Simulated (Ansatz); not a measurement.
`FC(F)(F)C1=CC(C(F)(F)F)=[O+][Sn-]([Cl])[O]1` and `FC(F)(F)C1=CC(C(F)(F)F)=[O+][Ga-]([F])([Cl])[O]1` differ in one atom or group.

Ansatz, PBE0-D4/def2-TZVP geometries, multiplicity 1. 

Elements past krypton have def2 core potentials. Scalar relativity is left out up to krypton.

```
                                          property  `FC(F)(F)C1=CC(C(F)(F)F)=[O+][Sn-]([Cl])[O]1`
              HOMO–LUMO gap (PBE0/def2-TZVPP) / eV                                           4.84
    size of the dipole moment (PBE/def2-TZVPP) / D                                           2.25
               HOMO–LUMO gap (PBE/def2-TZVPP) / eV                                           2.97
                 LUMO energy (PBE/def2-TZVPP) / eV                                          -4.00
size of the dipole moment (ωB97M-V/def2-TZVPP) / D                                           2.35
                LUMO energy (PBE0/def2-TZVPP) / eV                                          -3.24
```

(1) What does the change do to each property? (Estimate.)

## Answers

(1) The calculation gave: 
```
                                          property  `FC(F)(F)C1=CC(C(F)(F)F)=[O+][Ga-]([F])([Cl])[O]1`  shift
              HOMO–LUMO gap (PBE0/def2-TZVPP) / eV                                                5.20   0.36
    size of the dipole moment (PBE/def2-TZVPP) / D                                                3.24   0.99
               HOMO–LUMO gap (PBE/def2-TZVPP) / eV                                                3.22   0.25
                 LUMO energy (PBE/def2-TZVPP) / eV                                               -4.60  -0.60
size of the dipole moment (ωB97M-V/def2-TZVPP) / D                                                3.40   1.05
                LUMO energy (PBE0/def2-TZVPP) / eV                                               -3.85  -0.61
```

With PBE0 the HOMO falls by 0.97 eV and the LUMO falls by 0.61 eV, so the gap widens by about 0.36 eV. PBE moves the HOMO by -0.85 eV and ωB97M-V by -1.01 eV. Dipoles are sizes alone; their direction can turn.
